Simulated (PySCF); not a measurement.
## A series of derivatives of B1CCCC1

Parent skeleton `[BH:1]1[CH2:2][CH2:3][CH2:4][CH2:5]1`; one hydrogen on atom 1 is replaced by X. Hydrogens on one atom are averaged.

- geometry: PBE0-D3(BJ)/def2-SVP
- NMR shieldings at PBE0/pcSseg-1/GIAO
- program: PySCF
- single conformer, averaged over atoms made equivalent by symmetry, fast rotation or ring inversion, non-relativistic, no solvent

References, each an isolated molecule treated in the same way: BF3·OEt2 for ¹¹B (σref 100.73); ¹³C (σref 184.41) and ¹H (σref 31.27) vs TMS.

Parent (X = H): B1 92.4, C2/C5 34.9, C3/C4 29.2, H(C2)/H(C5) 1.30, H(C3)/H(C4) 1.65 ppm. Effects are Δδ = δ(X) − δ(H), positive for deshielding.

Task: Order these by the shift of B1, most shielded first.
A. X = OCHF2
B. X = NHCOCH3
C. X = CH2OCH3
D. X = NMe2

Result: D (-41.0 ppm), B (-32.9 ppm), A (-29.3 ppm), C (-0.1 ppm).
